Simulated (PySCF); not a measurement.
H₂OSi, charge -1, doublet, geometry from GFN2-xTB (a state made from the parent by changing its charge; the spin is typed, not shown lowest) (in this run its highest filled SCF level lies above zero, so its values depend strongly on the basis, on diffuse functions most of all); B3LYP/6-31G* (PySCF).

Here is a job for PySCF.
```python
from pyscf import gto, scf, dft

mol = gto.M(
    atom='''
Si    0.06934238   -0.44293770    0.00358120
O    -0.17097170    1.09211434   -0.00882986
H    -1.00009541   -1.45561993   -0.00045378
H     1.39707565   -1.08016707    0.02095588
''',
    basis='6-31g*',
    charge=-1,
    spin=1,
    verbose=5,
)

mf = dft.UKS(mol)
mf.xc = 'b3lyp'
mf.grids.radi_method = dft.radi.delley
mf.kernel()
```

Question: Write the output that PySCF gives for this input, abridged.

Answer: 
```
PySCF version 2.14.0

[INPUT] verbose = 5
[INPUT] max_memory = 4000
[INPUT] num. atoms = 4
[INPUT] num. electrons = 25
[INPUT] charge = -1
[INPUT] spin (= nelec alpha-beta = 2S) = 1
[INPUT] symmetry False subgroup None
[INPUT] Mole.unit = angstrom
[INPUT] Symbol           X                Y                Z      unit          X                Y                Z       unit  Magmom
[...]
[INPUT] ---------------- BASIS SET ----------------
[INPUT] l, kappa, [nprim/nctr], expnt,             c_1 c_2 ...
[INPUT] O
[...]
                                825.23495         0.0139501
                                188.04696         0.0684451
                                52.9645           0.2327143
                                16.89757          0.470193
                                5.7996353         0.3585209
[...]
                                3.5999336         -0.1480263
                                1.0137618         1.130767
[...]
                                3.5999336         0.3397528
                                1.0137618         0.7271586
[...]
[INPUT] Si
[...]
                                2425.58           0.0149288
                                553.867           0.0728478
                                156.34            0.24613
                                50.0683           0.485914
                                17.0178           0.325002
[...]
                                69.8731           -0.0357146
                                22.3363           -0.114985
                                8.15039           0.0935634
                                3.13458           0.603017
                                1.22543           0.418959
[...]
                                0.572922          0.00431572
                                0.222192          1.09818
[...]
                                69.8731           0.0326679
                                22.3363           0.134721
                                8.15039           0.328678
                                3.13458           0.44964
                                1.22543           0.261372
[...]
                                0.572922          0.253539
                                0.222192          0.800669
[...]
[INPUT] H
[...]
                                2.8253937         0.23472695
                                0.6401217         0.81375733
[...]
nuclear repulsion = 51.5822346932042
number of shells = 18
number of NR pGTOs = 86
number of NR cGTOs = 36
basis = 6-31g*
ecp = {}

******** <class 'pyscf.dft.uks.UKS'> ********
method = UKS
initial guess = minao
damping factor = 0
level_shift factor = 0
DIIS = <class 'pyscf.scf.diis.CDIIS'>
diis_start_cycle = 1
diis_space = 8
diis_damp = 0
SCF conv_tol = 1e-09
SCF conv_tol_grad = None
SCF max_cycles = 50
direct_scf = True
direct_scf_tol = 1e-13
number electrons alpha = 13  beta = 12
XC library pyscf.dft.libxc version 7.1.2
    S. Lehtola, C. Steigemann, M. J. T. Oliveira, and M. A. L. Marques,  SoftwareX 7, 1–5 (2018)
XC functionals = b3lyp
    P. J. Stephens, F. J. Devlin, C. F. Chabalowski, and M. J. Frisch,  J. Phys. Chem. 98, 11623 (1994)
radial grids: B. Delley radial grids. Ref. JCP 104, 9848 (1996); DOI:10.1063/1.471749. log2 algorithm
becke partition: Becke, JCP 88, 2547 (1988); DOI:10.1063/1.454033
pruning grids: <function nwchem_prune>
grids dens level: 3
symmetrized grids: False
atomic radii adjust function: <function treutler_atomic_radii_adjust>
small_rho_cutoff = 0
Set gradient conv threshold to 3.16228e-05
atom Si rad-grids = 80, ang-grids = [ 50  50  50  50  50  50  50  50  50  50  50  50  50  50  50  50  50  50
  50  50  86  86  86  86  86  86  86  86  86  86  86  86  86  86  86  86
  86  86 350 350 350 350 350 350 350 350 350 350 350 350 350 434 434 434
 434 434 434 434 434 434 434 434 434 434 434 434 434 434 434 434 434 434
 350 350 350 350 350 350 350 350]
[...]
  beta  mo_energy =
[-6.58668860e+01 -1.88274468e+01 -5.02944354e+00 -3.38788467e+00
 -3.38647584e+00 -3.38627938e+00 -6.34987426e-01 -2.59220048e-01
 -1.42484779e-01 -8.42849415e-02 -2.47433834e-02 -1.75022693e-02
  1.96715990e-01  2.49753516e-01  2.98080779e-01  3.49514968e-01
  3.80777419e-01  4.61691936e-01  4.79796970e-01  6.20383245e-01
  8.47655065e-01  8.79367564e-01  9.13168709e-01  9.18478021e-01
  1.11153684e+00  1.21836350e+00  1.27230981e+00  1.27489326e+00
  1.39931339e+00  1.42530767e+00  1.68299892e+00  2.11297668e+00
  2.11848446e+00  2.31489772e+00  2.32627186e+00  2.99824556e+00]
multiplicity <S^2> = 0.7533771  2S+1 = 2.0033743
nelec by numeric integration = [12.9999999  11.99999987]
E1 = -615.2316381091011  E2 = 197.76800422513  Ecoul = 228.29770863201693  Exc = -30.52970440688693
cycle= 10 E= -365.881399190767  delta_E= -3.16e-09  |g|= 1.02e-05  |ddm|= 0.000123
  alpha mo_energy =
[-6.58684815e+01 -1.88358611e+01 -5.03130808e+00 -3.39177474e+00
 -3.38898042e+00 -3.38752545e+00 -6.54275701e-01 -2.73685415e-01
 -1.44331960e-01 -9.19871955e-02 -7.02904332e-02 -2.41977198e-02
  1.04012403e-01  2.34962008e-01  2.84233745e-01  3.45003740e-01
  3.70228453e-01  4.54573288e-01  4.58016447e-01  6.13689022e-01
  8.23116017e-01  8.79980430e-01  8.86212778e-01  9.02546023e-01
  1.10249983e+00  1.21618275e+00  1.24594094e+00  1.26936936e+00
  1.39218706e+00  1.42341494e+00  1.67361585e+00  2.09489541e+00
  2.10001082e+00  2.29528070e+00  2.32287369e+00  2.98902957e+00]
  beta  mo_energy =
[-6.58668860e+01 -1.88274446e+01 -5.02944308e+00 -3.38788413e+00
 -3.38647541e+00 -3.38627908e+00 -6.34981354e-01 -2.59218815e-01
 -1.42483405e-01 -8.42801195e-02 -2.47398668e-02 -1.74962533e-02
  1.96717374e-01  2.49754894e-01  2.98080953e-01  3.49516568e-01
  3.80777855e-01  4.61692661e-01  4.79797210e-01  6.20384531e-01
  8.47655608e-01  8.79368374e-01  9.13169628e-01  9.18478598e-01
  1.11153952e+00  1.21836563e+00  1.27231374e+00  1.27489787e+00
  1.39931695e+00  1.42531002e+00  1.68300327e+00  2.11298213e+00
  2.11848985e+00  2.31490221e+00  2.32627683e+00  2.99824999e+00]
multiplicity <S^2> = 0.75337794  2S+1 = 2.0033751
nelec by numeric integration = [12.9999999  11.99999987]
E1 = -615.2315992944805  E2 = 197.76796541039602  Ecoul = 228.29766399726572  Exc = -30.529698586869706
cycle= 11 E= -365.88139919088  delta_E= -1.13e-10  |g|= 8.68e-07  |ddm|= 2.94e-05
  alpha mo_energy =
[-6.58684810e+01 -1.88358615e+01 -5.03130758e+00 -3.39177422e+00
 -3.38897994e+00 -3.38752496e+00 -6.54275992e-01 -2.73685237e-01
 -1.44331767e-01 -9.19872946e-02 -7.02906167e-02 -2.41980062e-02
  1.04012461e-01  2.34962093e-01  2.84233896e-01  3.45003750e-01
  3.70228601e-01  4.54573431e-01  4.58016580e-01  6.13689137e-01
  8.23116227e-01  8.79980595e-01  8.86212913e-01  9.02546211e-01
  1.10249984e+00  1.21618287e+00  1.24594074e+00  1.26936917e+00
  1.39218703e+00  1.42341506e+00  1.67361567e+00  2.09489511e+00
  2.10001052e+00  2.29528052e+00  2.32287351e+00  2.98902944e+00]
  beta  mo_energy =
[-6.58668854e+01 -1.88274450e+01 -5.02944255e+00 -3.38788362e+00
 -3.38647489e+00 -3.38627851e+00 -6.34981435e-01 -2.59218653e-01
 -1.42483416e-01 -8.42802604e-02 -2.47397444e-02 -1.74962695e-02
  1.96717448e-01  2.49754924e-01  2.98081031e-01  3.49516546e-01
  3.80778071e-01  4.61692783e-01  4.79797473e-01  6.20384724e-01
  8.47655946e-01  8.79368414e-01  9.13169946e-01  9.18478807e-01
  1.11153958e+00  1.21836553e+00  1.27231368e+00  1.27489782e+00
  1.39931696e+00  1.42530998e+00  1.68300317e+00  2.11298207e+00
  2.11848979e+00  2.31490215e+00  2.32627678e+00  2.99824995e+00]
multiplicity <S^2> = 0.75337804  2S+1 = 2.0033752
nelec by numeric integration = [12.9999999  11.99999987]
E1 = -615.2316008403512  E2 = 197.76796695626575  Ecoul = 228.29766621164788  Exc = -30.52969925538214
Extra cycle  E= -365.881399190881  delta_E= -1.02e-12  |g|= 1.03e-06  |ddm|= 2.57e-06
converged SCF energy = -365.881399190881  <S^2> = 0.75337804  2S+1 = 2.0033752
```
